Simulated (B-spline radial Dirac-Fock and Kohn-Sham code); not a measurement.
# What relativity does to the binding energies of Co¹⁹⁺

System: the Co¹⁹⁺ ion, configuration 1s2 2s2 2p4.

Both columns are ΔSCF binding energies of the configuration average from a radial finite-basis atomic code: non-relativistic Hartree-Fock with a point nucleus, and Dirac-Fock with a finite nucleus and the Coulomb interaction alone, averaged over the two j levels with weights 2j+1.

| shell | Hartree-Fock (eV) | Dirac-Fock (eV) | shift (eV) | shift (%) |
| --- | --- | --- | --- | --- |
| 1s | 8574.0 | 8655.4 | +81.39 | +0.95 |
| 2s | 1702.1 | 1722.3 | +20.22 | +1.19 |
| 2p | 1607.1 | 1613.3 | +6.16 | +0.38 |

Relativity binds 1s, 2s, 2p more strongly, among those listed most of all 2s in relative terms.

Values without a named source are computed, but for edge energies of neutral atoms, which are taken from tables.
